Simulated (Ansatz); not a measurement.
BiCl$_{3}$, triplet, geometry from GFN2-xTB (such geometries of metal compounds can be far from the true shape) (a higher spin typed on purpose: for a closed-shell molecule this is an excited state) (core potentials on Bi); Ansatz (a first-principles code) with SVWN5/def2-SVP.

The Ansatz input:
Ansatz 0.2 input:
```yaml
crystal:
  periodic: [false, false, false]
  atoms:
    - {symbol: Bi, position_ang: [-0.26923183, 0.28442521, 0.37204581]}
    - {symbol: Cl, position_ang: [-0.37420502, -2.63028886, 0.22308225]}
    - {symbol: Cl, position_ang: [0.69551260, 2.34349544, -0.66197437]}
    - {symbol: Cl, position_ang: [0.99317725, -1.10187085, -1.37756686]}
basis:
  gaussian:
    orbitals: def2-SVP
    fitting: {mean_field: def2-universal-JKFIT}
hamiltonian:
  xc: {name: SVWN5}
magnetization: {spin_polarized: true, initial_magnetization: 2}
```

**Question.** Write the output that Ansatz gives for this input, abridged.

**Answer.** 
```
Functional definition: SVWN5
635 factors; integrals over basis functions are off by at most 3.0e-2 eV
mean field evaluation 1: about -43267.6653 eV, gradient 1.4e1 eV
mean field evaluation 2: about -43250.8098 eV, gradient 5.2e1 eV
mean field evaluation 4: about -43268.8378 eV, gradient 4.0e0 eV
mean field evaluation 8: about -43268.9516 eV, gradient 9.8e-2 eV
mean field evaluation 16: about -43267.1775 eV, gradient 6.9e0 eV
mean field evaluation 32: about -43264.5089 eV, gradient 1.7e1 eV
mean field evaluation 64: about -43266.0566 eV, gradient 5.6e0 eV
mean field -43268.95166368 eV, -1590.1046448913 hartree, gradient 7.5e-5 eV, S^2 2.001362; 6 other end points of the search recorded, 0 dependent functions left out
reference -43268.95168989 eV, -1590.1046458547 hartree; 38, 36 occupied and 42, 44 virtual orbitals, 635 factors
Total energy: -43268.95168989 eV, -1590.1046458547 hartree
```
